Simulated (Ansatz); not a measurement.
H3B2O, SMILES `B[B-]O` (lower singlet) (charge -1, multiplicity 1). This singlet lies 0.78 eV below the relaxed triplet at the level frozen-core CCSD(T)/aug-cc-pVTZ // B3LYP-D3(BJ)/def2-TZVPD (Ansatz, a quantum-chemistry and plane-wave program).

Cartesian coordinates (Å):
```xyz
6

B     -1.0729     0.0919    -0.1004
B      0.4523     0.1421    -0.0504
O      1.8178     0.1996    -0.0118
H     -1.6480    -0.3987    -1.0467
H     -1.7395     0.5474     0.8024
H      2.1903    -0.5824     0.4070
```
Charge -1, spin multiplicity 1.

Frozen-core energies in aug-cc-pVDZ from Ansatz at a geometry from B3LYP-D3(BJ)/def2-TZVPD; the HF reference has <S^2> = 0.00 and the T1 diagnostic is 0.018.

| level | energy (Ha) |
|---|---|
| HF | -125.94654 |
| MP2 | -126.34079 |
| CCSD | -126.36873 |

### Question
Estimate the energies of CCSD(T), CCSDT and CCSDT(Q), and give each level's difference from CCSDT(Q).

### Answer

```tsv
level	energy (Ha)	difference from CCSDT(Q) (mHa)
MP2	-126.34079	46.00
CCSD	-126.36873	18.07
CCSD(T)	-126.38452	2.28
CCSDT	-126.38559	1.20
CCSDT(Q)	-126.38680	0.00
```
